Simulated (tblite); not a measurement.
Question: What does the GFN2-xTB structure of `S[SiH]1N[SiH2]N1` look like in three dimensions?

Answer: 
```xyz
11
H6N2SSi2 angstrom
S      2.6847    0.7246    0.1410
Si     0.6173    0.6432    0.6768
N     -0.0720   -0.9482    0.7121
Si    -1.3093   -0.6507   -0.4784
N     -0.5002    0.8847   -0.6275
H      2.5967   -0.0784   -0.9063
H      0.4732    1.4783    1.8528
H      0.0619   -1.7079    1.3518
H     -1.1785   -1.4903   -1.6621
H     -2.6514   -0.5535    0.0806
H     -0.7170    1.7009   -1.1667
```

Any rigid rotation of these coordinates is as good. Atoms count from 1 in this order. Si2 (SiH silicon) has angles from 83.5° to 118.2°. N3 (nitrogen bridging silicon atoms) is almost planar (angles 131.3°, 130.9° and 96.4°, sum 358.7°, 0.09 Å off the plane of its three neighbours). Si4 (SiH2 silicon) has angles from 83.1° to 115.6°. The 4-membered ring Si2–N3–Si4–N5 has internal angles of 83.1° to 96.4°; it is slightly puckered (a soft mode that the optimisation may not have finished), 0.04 Å rms from its mean plane, widest ring torsion 6°.

Bonds between heavy atoms (Å): S1–Si2 2.137, Si2–N3 1.735, N3–Si4 1.743, Si4–N5 1.742, Si2–N5 1.734.

Computed geometry: GFN2-xTB, gas phase.

Point group: Cs (every atom within 0.08 Å of its image). Its GFN2-xTB frequencies are all real (lowest 93 cm⁻¹). The numbers are those of one conformer (H–S1–Si2–N3 47°). 2 starts were optimised and ended at 0.00 and 1.35 kcal/mol (GFN2-xTB); the lowest of these is shown.

Hardware: one thread, Intel Xeon (x86_64), no GPU, shared host with 64 logical CPUs at a one-minute load of 64. Cost: 0.56 s. That covers the optimisation of the geometry.
